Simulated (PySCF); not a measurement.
Al(OH)3(NH3), H₆AlNO₃, singlet, PBE0/def2-SVP optimised geometry. Atoms within 1.6 Å of the plane z = 0.0 Å (x, y, z in Å): Al1 (-0.71, -0.50, 0.00), O2 (1.02, -0.50, 0.00), H3 (1.52, -0.97, 0.67), O4 (-1.52, -1.82, 0.77), H5 (-2.14, -1.67, 1.48), O6 (-1.51, 1.04, 0.00), H7 (-1.08, 1.82, 0.35).

Method: PBE0/def2-TZVP (PySCF). Cells within 0.4 Å of a nucleus heavier than hydrogen are left out (blank, or x).

Map of the electron localisation function on the plane z = 0.0 Å:

```
|000000000000000000000000000|
|000000000000000000000000000|
|000000000000000000000000000|
|000000000111000000000000000|
|000000001344200000000000000|
|000000124676410000000000000|
|000012346998510000000000000|
|000245678998510000000000000|
|001367898997410000000000000|
|0014789xxx86300002210000000|
|0013689xxx87400135532000000|
|000257898997201577763100000|
|000124688831015899874200000|
|000001243025118999975200000|
|0000000003xx7098xx985100000|
|0000001105xx8098xx874100000|
|000012452068219988864100000|
|000124787300027888753100000|
|000136788751015655532000000|
|000246898862001332210000000|
|000146888752000011000000000|
|000136788752000000000000000|
|000024676531000000000000000|
|000012454421000000000000000|
|000001122210000000000000000|
|000000000000000000000000000|
|000000000000000000000000000|
```
Scale: ten equal steps from 0.000 (start of '0') to 0.906 (end of '9'), in the order '0123456789'; x runs from -4.00 to 4.00, y from -4.00 (bottom) to 4.00 (top).
